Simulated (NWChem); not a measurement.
The numbers come from NWChem runs, not from measurements. System: H$_{6}$AlN, charge 0, spin multiplicity 1, at a geometry optimised with B3LYP/def2-SVP. The structure started from a generated list of species. Level: MP2/def2-SVP, 6 core orbitals frozen.

Output (cleaned and shortened):

```
             Northwest Computational Chemistry Package (NWChem) 7.3.0
             --------------------------------------------------------

                                NWChem Input Module
                                -------------------

 Scaling coordinates for geometry "geometry" by  1.889725989
 (inverse scale =  0.529177249)

 Turning off AUTOSYM since
 SYMMETRY directive was detected!

                             Geometry "geometry" -> ""
                             -------------------------

 Output coordinates in angstroms (scale by  1.889725989 to convert to a.u.)

  No.       Tag          Charge          X              Y              Z
 ---- ---------------- ---------- -------------- -------------- --------------
    1 Al                  13.0000    -0.52363000    -0.62559300     0.00000000
    2 H                    1.0000    -1.29552600    -0.31513000     1.37025100
    3 H                    1.0000    -1.29552600    -0.31513000    -1.37025100
    4 H                    1.0000     0.52426600    -1.83870300     0.00000000
    5 N                    7.0000     0.81462700     0.97318500     0.00000000
    6 H                    1.0000     1.42192700     0.95797900    -0.82368200
    7 H                    1.0000     1.42192700     0.95797900     0.82368200
    8 H                    1.0000     0.32773900     1.87342800     0.00000000

 Effective nuclear repulsion energy (a.u.)      61.5874473954

            Nuclear Dipole moment (a.u.)
            ----------------------------
        X                 Y               Z
 ---------------- ---------------- ----------------
     0.0000113384     0.0000170075     0.0000000000

      Symmetry information
      --------------------

 Group name             Cs
 Group number              2
 Group order               2
 No. of unique centers     6

      Symmetry unique atoms

     1    2    4    5    6    8


 Summary of "ao basis" -> "" (spherical)
 ------------------------------------------------------------------------------
       Tag                 Description            Shells   Functions and Types
 ---------------- ------------------------------  ------  ---------------------
 *                          def2-svp                  on all atoms

 Summary of "ao basis" -> "ao basis" (spherical)
 ------------------------------------------------------------------------------
       Tag                 Description            Shells   Functions and Types
 ---------------- ------------------------------  ------  ---------------------
 Al                         def2-svp                 8       18   4s3p1d
 H                          def2-svp                 3        5   2s1p
 N                          def2-svp                 6       14   3s2p1d

                                 NWChem SCF Module
                                 -----------------

  ao basis        = "ao basis"
  functions       =    62
  atoms           =     8
  closed shells   =    13
  open shells     =     0
  charge          =   0.00
  wavefunction    = RHF
  use symmetry    = T
  symmetry adapt  = T

 Summary of "ao basis" -> "ao basis" (spherical)
 ------------------------------------------------------------------------------
       Tag                 Description            Shells   Functions and Types
 ---------------- ------------------------------  ------  ---------------------
 Al                         def2-svp                 8       18   4s3p1d
 H                          def2-svp                 3        5   2s1p
 N                          def2-svp                 6       14   3s2p1d

      Symmetry analysis of basis
      --------------------------

        a'         41
        a"         21

 Forming initial guess at       0.0s

      Superposition of Atomic Density Guess
      -------------------------------------

 Sum of atomic energies:        -299.03127285

      Non-variational initial energy
      ------------------------------

 Total energy =    -299.728190
 1-e energy   =    -534.994307
 2-e energy   =     173.678670
 HOMO         =      -0.353750
 LUMO         =       0.035246

      Symmetry analysis of molecular orbitals - initial
      -------------------------------------------------
[...]
              MO Center= -1.7D-01, -1.2D+00, -4.8D-11, r^2= 2.7D+00
   Bfn.  Coefficient  Atom+Function         Bfn.  Coefficient  Atom+Function
  ----- ------------  ---------------      ----- ------------  ---------------
    29      0.356965  4 H  s                 30      0.313384  4 H  s
     8      0.179613  1 Al px                19     -0.178490  2 H  s
    24     -0.178490  3 H  s                 20     -0.156701  2 H  s
    25     -0.156701  3 H  s                  9     -0.150370  1 Al py

 Vector   13  Occ=2.000000D+00  E=-3.868834D-01  Symmetry=a"
              MO Center= -1.1D+00, -3.7D-01,  4.9D-11, r^2= 2.7D+00
   Bfn.  Coefficient  Atom+Function         Bfn.  Coefficient  Atom+Function
  ----- ------------  ---------------      ----- ------------  ---------------
    19      0.309143  2 H  s                 24     -0.309143  3 H  s
    20      0.271417  2 H  s                 25     -0.271417  3 H  s
    10      0.234243  1 Al pz

 Vector   14  Occ=0.000000D+00  E= 1.094452D-01  Symmetry=a'
              MO Center=  5.1D-01,  6.1D-01, -6.7D-15, r^2= 5.8D+00
   Bfn.  Coefficient  Atom+Function         Bfn.  Coefficient  Atom+Function
  ----- ------------  ---------------      ----- ------------  ---------------
    36      1.412494  5 N  s                 49     -0.527527  6 H  s
    54     -0.527527  7 H  s                 59     -0.527402  8 H  s
    12     -0.496929  1 Al py                11     -0.416068  1 Al px
     4     -0.272531  1 Al s                  3      0.211505  1 Al s

 Vector   15  Occ=0.000000D+00  E= 1.702736D-01  Symmetry=a'
              MO Center= -8.0D-01, -9.6D-01,  9.5D-16, r^2= 6.8D+00
   Bfn.  Coefficient  Atom+Function         Bfn.  Coefficient  Atom+Function
  ----- ------------  ---------------      ----- ------------  ---------------
     4      1.261577  1 Al s                 12     -0.760155  1 Al py
    36     -0.667604  5 N  s                 11     -0.636389  1 Al px
    20     -0.529556  2 H  s                 25     -0.529556  3 H  s
    30     -0.529552  4 H  s                 49      0.470785  6 H  s
    54      0.470785  7 H  s                 59      0.470587  8 H  s

 Vector   16  Occ=0.000000D+00  E= 1.883183D-01  Symmetry=a"
              MO Center=  6.0D-01, -3.4D-01,  4.6D-10, r^2= 5.9D+00
   Bfn.  Coefficient  Atom+Function         Bfn.  Coefficient  Atom+Function
  ----- ------------  ---------------      ----- ------------  ---------------
    13      1.469107  1 Al pz                20     -0.902599  2 H  s
    25      0.902599  3 H  s                 49     -0.689349  6 H  s
    54      0.689349  7 H  s                 42     -0.558584  5 N  pz
    39      0.191674  5 N  pz

 center of mass
 --------------
 x =  -0.06459381 y =  -0.07719090 z =   0.00000000

 moments of inertia (a.u.)
 ------------------
         135.307246701281         -82.456531360714           0.000000000000
         -82.456531360714         105.816096100595           0.000000000000
           0.000000000000           0.000000000000         204.326512593231

  Mulliken analysis of the total density
  --------------------------------------

    Atom       Charge   Shell Charges
 -----------   ------   -------------------------------------------------------
    1 Al  13    12.26   2.00  1.99  0.74  0.13  5.94  0.80  0.49  0.17
    2 H    1     1.32   0.72  0.59  0.01
    3 H    1     1.32   0.72  0.59  0.01
    4 H    1     1.32   0.72  0.59  0.01
    5 N    7     7.33   1.99  0.97  0.46  2.39  1.51  0.02
    6 H    1     0.82   0.69  0.08  0.05
    7 H    1     0.82   0.69  0.08  0.05
    8 H    1     0.82   0.69  0.08  0.05

       Multipole analysis of the density wrt the origin
       ------------------------------------------------

     L   x y z        total         open         nuclear
     -   - - -        -----         ----         -------
     0   0 0 0     -0.000000      0.000000     26.000000

     1   1 0 0      1.467440      0.000000      0.000011
     1   0 1 0      1.753088      0.000000      0.000017
     1   0 0 1     -0.000000      0.000000      0.000000

     2   2 0 0    -16.823935      0.000000     57.110477
     2   1 1 0      3.095470      0.000000     46.419931
     2   1 0 1     -0.000000      0.000000      0.000000
     2   0 2 0    -15.717359      0.000000     73.713951
     2   0 1 1      0.000000      0.000000      0.000000
     2   0 0 2    -19.415122      0.000000     18.255565

                   NWChem MP2 Semi-direct Energy/Gradient Module
                   ---------------------------------------------

  Basis functions       =     62
  Molecular orbitals    =     62
  Frozen core           =      6
  Frozen virtuals       =      0
  Active alpha occupied =      7
  Active beta occupied  =      7
  Active alpha virtual  =     49
  Active beta virtual   =     49
  Use MO symmetry       = T
  Use skeleton AO sym   = T

  AO/Fock/Back tols     =   1.0D-09  1.0D-09  1.0D-09

 GA uses MA = F    GA memory limited = T

 Available:
  local mem=  1.26D+08
 global mem=  1.44D+08
 local disk=  0.00D+00
  mp2_memr nvloc                    49
  nvloc new                    49
   1 passes of   7:        3145728                      16588                   2283069.
   1 passes of   7: M    126153723           G      144171512           F     123007995.

 Semi-direct pass number   1 of   1  for RHF alpha+beta  at        0.3s
  vrange nnbf                  1952
  mp2_eaftype                    10  avail_ma_in_mb                  1099
 EAF : mp2_eaftype filesize          10    1141535.
  mp2_eaf for mointskh                     10
Node 0 wrote      5.4 Mb in      0.0 s     Agg I/O rate:  3950.3 Mb/s
 Done moints_semi at        0.7s
  mp2_eaftype                    10  avail_ma_in_mb                  1089
 EAF : mp2_eaftype filesize          10    1141535.
  mp2_eaf for kh                    10
 Done maket at        0.7s
 Done multipass loop at        0.7s

          -------------------------------------------
          SCF energy                -299.752759792299
          Correlation energy          -0.269674579095
          Singlet pairs               -0.195574035095
          Triplet pairs               -0.074100544000
          Total MP2 energy          -300.022434371394
          -------------------------------------------

          ---------------------------------------------------
                    Spin Component Scaled (SCS) MP2
          Same spin pairs                     -0.049400362667
          Same spin scaling factor             0.333333333333
          Opposite spin pairs                 -0.220274216428
          Opposite spin scaling fact.          1.200000000000
          SCS-MP2 correlation energy          -0.280795847270
          Total SCS-MP2 energy              -300.033555639569
          ---------------------------------------------------

 -----------------------
 Performance information
 -----------------------

 Timer overhead =  1.52D-07 seconds/call

               Nr. of calls         CPU time (s)                 Wall time (s)                GFlops
             ---------------    -------------------     ------------------------------   -------------------
Name         Min   Avg   Max    Min     Avg     Max     Min     Avg     Max   Mx/calls   Min     Max     Sum
mp2: moin     1     1     1   0.37    0.37    0.37     0.37    0.37    0.37    0.37      0.0     0.0     0.0
mp2: make     1     1     1   2.29E-2 2.29E-2 2.29E-2  2.29E-2 2.29E-2 2.29E-2 2.29E-2   0.0     0.0     0.0
mp2: tota     1     1     1   0.41    0.41    0.41     0.41    0.41    0.41    0.41      0.0     0.0     0.0

 The average no. of pstat calls per process was 3.00D+00
 with a timing overhead of 4.55D-07s

 Task  times  cpu:        0.7s     wall:        0.7s

 Total times  cpu:        0.7s     wall:        0.7s
```

**Question.** Write an NWChem input that would produce this output.

**Answer.** One answer among several that fit: 
```
start mol
memory heap 200 mb stack 900 mb global 1100 mb
geometry units angstroms nocenter noautoz
  Al    -0.523630    -0.625593     0.000000
  H     -1.295526    -0.315130     1.370251
  H     -1.295526    -0.315130    -1.370251
  H      0.524266    -1.838703     0.000000
  N      0.814627     0.973185     0.000000
  H      1.421927     0.957979    -0.823682
  H      1.421927     0.957979     0.823682
  H      0.327739     1.873428     0.000000
  symmetry group Cs
end
basis spherical
  * library def2-svp
end
scf
  rhf
  nopen 0
  maxiter 100
  thresh 1e-7
  semidirect memsize 60000000 filesize 0
end
mp2
  freeze core 6
end
task mp2 energy
```
